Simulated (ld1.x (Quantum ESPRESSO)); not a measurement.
**What one change does to a pseudopotential (O (Z = 8), PAW)**

O (Z = 8), PAW, made with ld1.x (Quantum ESPRESSO) 7.5 (PBE, scalar-relativistic). Core [He], reference 2s1.75 2p4.25. Waves: 2s (bound): rcut 0.65, rcutus 0.70 bohr; 2s channel at -0.95 Ry: rcut 0.65, rcutus 0.70 bohr; 2p (bound): rcut 0.85, rcutus 1.15 bohr; 2p channel at -0.2 Ry: rcut 0.85, rcutus 1.15 bohr. Local part: all-electron potential smoothed inside 0.85 bohr (lloc = -1). Core correction: a·sin(br)/r model core, default radius (core density twice the valence density). Augmentation charge: BESSEL, radius 0.60 bohr.

Change: non-relativistic.

Cutoffs: the cutoffs (Ry, on a coarse ladder) from which the occupation-weighted sum of valence levels, in a spherical-Bessel basis at the reference potential, stays within 10 and 1 mRy of its value at 400 Ry; they do not see the model core or the augmentation charge, which bear on the density cutoff. Errors are all-electron minus pseudo energies relative to the spin-unpolarised reference configuration.

**Question.** How do hardness, ghosts and transferability respond?

**Answer.** The potential gets neither clearly harder nor softer (70 Ry and 100 Ry → 70 Ry and 100 Ry); of the 7 tests that both files solve, the error grows in 2 and shrinks in 2 by more than 15 % and 0.3 meV (median size 0.6 → 0.8 meV); neither file shows a bound ghost.

| quantity | base | changed |
| --- | --- | --- |
| cutoff, loose | 70 Ry | 70 Ry |
| cutoff, tight | 100 Ry | 100 Ry |
| loose cutoff by channel (10 mRy a level) | s 55 Ry, p 45 Ry | s 60 Ry, p 45 Ry |
| bound ghosts | none | none |
| error for 2s2 2p4, meV [ΔE -3.73 → -3.72 eV] | +0.3 | +0.2 |
| error for 2s2 2p3, meV [ΔE 12.70 → 12.72 eV] | -0.6 | -0.2 |
| error for 2s2 2p2, meV [ΔE 46.28 → 46.31 eV] | -6.4 | -6.6 |
| error for 2s2 2p0, meV [ΔE 177.06 → 177.09 eV] | -20 | -24 |
| error for 2s2 2p4.3, meV [ΔE -5.86 → -5.85 eV] | +0.4 | +0.1 |
| error for 2s1 2p4, meV [ΔE 27.93 → 27.89 eV] | +0.4 | +0.8 |
| error for 2s2 2p1, meV [ΔE 100.15 → 100.18 eV] | -21 | -24 |
| s: phases at 1.25 bohr within 0.05 rad from the reference energy up to (Ry; the scan ends near 5) | to the end of the scan | to the end of the scan |
| p: phases at 1.25 bohr within 0.05 rad from the reference energy up to (Ry; the scan ends near 5) | to the end of the scan | to the end of the scan |
| lowest overlap eigenvalue by channel | s 0.59, p 0.95 | s 0.59, p 0.95 |
